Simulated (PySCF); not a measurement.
Constitutional and geometric isomers with formula CH6OSi2. Gas-phase values, no solvent. One relaxed conformer stands for each flexible species; it need not be the lowest. Strings in code marks are SMILES.

The brightest of the four lowest singlets (TDA) from two functionals at the same geometries (B3LYP-D3(BJ)/def2-TZVP), both in PySCF: PBE-D3(BJ)/def2-TZVP and TPSSh-D3(BJ)/def2-TZVP. Excitations are Tamm–Dancoff values on a coarser integration grid. The basis has no diffuse functions, so Rydberg states are missing or too high.

```tsv
species	TPSSh-D3(BJ)/def2-TZVP (eV)
`C([SiH2][SiH3])=O` (O–C–Si–Si torsion 94°)	5.90
`O[SiH2][SiH]=C` (C–Si–Si–O torsion -11°, Si–Si–O–H torsion -47°)	5.35
`C(O)(=[SiH2])[SiH3]` (H–O–C–Si torsion 161°)	4.79
`C/[SiH]=[SiH]\O` (Si–Si–O–H torsion 132°)	4.37
```

Problem. What does PBE-D3(BJ)/def2-TZVP give for each?

Solution. 
- `C([SiH2][SiH3])=O` (O–C–Si–Si torsion 94°): 5.20
- `O[SiH2][SiH]=C` (C–Si–Si–O torsion -11°, Si–Si–O–H torsion -47°): 5.23
- `C(O)(=[SiH2])[SiH3]` (H–O–C–Si torsion 161°): 4.71
- `C/[SiH]=[SiH]\O` (Si–Si–O–H torsion 132°): 4.29
Over these rows, drawn at random from the members with no instability flagged (it was tested for open shells, ions and some series alone), PBE minus TPSSh-D3(BJ): mean -0.25 eV, from -0.71 eV to -0.08 eV.
